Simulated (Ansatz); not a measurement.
`[SiH3][SiH]1COC1` and `C1OC[SiH2]1` differ in one atom or group.

Ansatz, PBE0-D4/def2-TZVP geometries, multiplicity 1. 

| property | `[SiH3][SiH]1COC1` |
| --- | --- |
| size of the dipole moment (ωB97M-V/def2-TZVPP) / D | 1.45 |
| LUMO energy (B3LYP/def2-TZVPP) / eV | -0.72 |
| HOMO–LUMO gap (PBE0/def2-TZVPP) / eV | 6.56 |
| HOMO energy (B3LYP/def2-TZVPP) / eV | -6.87 |
| HOMO–LUMO gap (PBE/def2-TZVPP) / eV | 4.29 |
| HOMO–LUMO gap (B3LYP/def2-TZVPP) / eV | 6.14 |

(1) Give the same properties after the change, and the shifts. (An estimate is asked.)

## Answers

(1) Computed: 
```
                                          property  `C1OC[SiH2]1`  shift
size of the dipole moment (ωB97M-V/def2-TZVPP) / D           1.52   0.07
               LUMO energy (B3LYP/def2-TZVPP) / eV          -0.32   0.40
              HOMO–LUMO gap (PBE0/def2-TZVPP) / eV           7.21   0.65
               HOMO energy (B3LYP/def2-TZVPP) / eV          -7.03  -0.16
               HOMO–LUMO gap (PBE/def2-TZVPP) / eV           4.82   0.53
             HOMO–LUMO gap (B3LYP/def2-TZVPP) / eV           6.72   0.58
```

With PBE0 the HOMO falls by 0.19 eV and the LUMO rises by 0.45 eV, so the gap widens by about 0.64 eV. PBE moves the HOMO by -0.07 eV and ωB97M-V by -0.32 eV. The zero-point energy changes by -45.0 kJ/mol with -9 modes. Dipoles are sizes alone; their direction can turn.

Positive LUMOs are unbound, so they and the gaps depend on the basis.

B3LYP here is the variant with VWN-RPA as its local correlation; programs differ in this.
